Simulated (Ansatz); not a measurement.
Program: Ansatz. Geometries: PBE0-D4/def2-TZVP. ΔE: electronic, gas phase. CBS: MP2 limit from def2 TZ/QZ plus the TZ coupled-cluster correction, frozen cores. Functionals use def2-TZVPP. B3LYP here is the variant with VWN-RPA as its local correlation; programs differ in this. HSE06 is defined as in plane-wave codes. For Ge outer-core shells are correlated without core-valence functions, which leaves a few kJ/mol of doubt a bond. Scalar relativity is left out up to krypton. Each species was taken in one conformer, which may not be the lowest.

Reaction (ligand exchange at the Si–O bond): `F[SiH2]O[SiH2]F` + `[NH2][GeH3]` → `F[SiH2][NH][GeH3]` + `O[SiH2]F`

| level | ΔE (kJ/mol) | difference from CCSD(T)/CBS |
| --- | --- | --- |
| LDA (SPW92) | 32.6 | -10.2 |
| PBE-D4 | 36.4 | -6.4 |
| revPBE-D4 | 36.2 | -6.6 |
| BLYP-D4 | 43.3 | 0.5 |
| r2SCAN-D4 | 43.7 | 0.9 |
| B97M-V | 46.0 | 3.2 |
| PBE0-D4 | 39.4 | -3.4 |
| r2SCANh-D4 | 44.0 | 1.2 |
| r2SCAN0-D4 | 44.4 | 1.6 |
| HSE06-D4 | 39.3 | -3.5 |
| BHLYP-D4 | 49.2 | 6.4 |
| CAM-B3LYP-D4 | 46.2 | 3.4 |
| ωB97X-V | 42.6 | -0.2 |
| ωB97M-V | 41.6 | -1.2 |
| B2PLYP | 45.7 | 2.9 |
| PBE-QIDH | 41.5 | -1.3 |
| PBE | 37.4 | -5.4 |
| BLYP | 45.8 | 3.0 |
| r2SCAN | 43.9 | 1.1 |
| B3LYP | 47.1 | 4.3 |
| r2SCANh | 44.2 | 1.4 |
| r2SCAN0 | 44.6 | 1.8 |
| HSE06 | 40.0 | -2.8 |
| CAM-B3LYP | 47.0 | 4.2 |
| LC-ωPBE | 40.1 | -2.7 |
| RPA@PBE/def2-TZVPP | 43.5 | 0.7 |
| MP2/def2-SVP | 37.9 | -4.9 |
| CCSD/def2-SVP | 40.4 | -2.4 |
| CCSD(T)/def2-SVP | 38.7 | -4.1 |
| HF/def2-TZVPP | 57.8 | 15.0 |
| MP2/def2-TZVPP | 41.4 | -1.4 |
| SCS-MP2/def2-TZVPP | 44.9 | 2.1 |
| CCSD/def2-TZVPP | 45.0 | 2.2 |
| CCSD(T)/def2-TZVPP | 42.6 | -0.2 |
| HF/def2-QZVPP | 59.4 | 16.6 |
| MP2/def2-QZVPP | 42.1 | -0.7 |
| SCS-MP2/def2-QZVPP | 45.6 | 2.8 |
| HF/CBS(def2) | 59.6 | 16.8 |
| MP2/CBS(def2) | 41.7 | -1.1 |
| CCSD/CBS(def2) | 45.2 | 2.4 |
| CCSD(T)/CBS | 42.8 | 0 |

Largest T1 diagnostic among the species: 0.012.

Leaving LDA and LC-ωPBE aside and taking each functional with its dispersion term where it has one, the values spread over 13.0 kJ/mol, from revPBE-D4 to BHLYP-D4. LDA lies −4.8 kJ/mol from PBE without D4. At CCSD(T), def2-SVP lies −4.1 kJ/mol from the extrapolated value and def2-TZVPP −0.2 kJ/mol.

CCSD(T)/CBS has its own doubt, a few kJ/mol and more with outer-core shells, so smaller differences from it don't rank the levels.
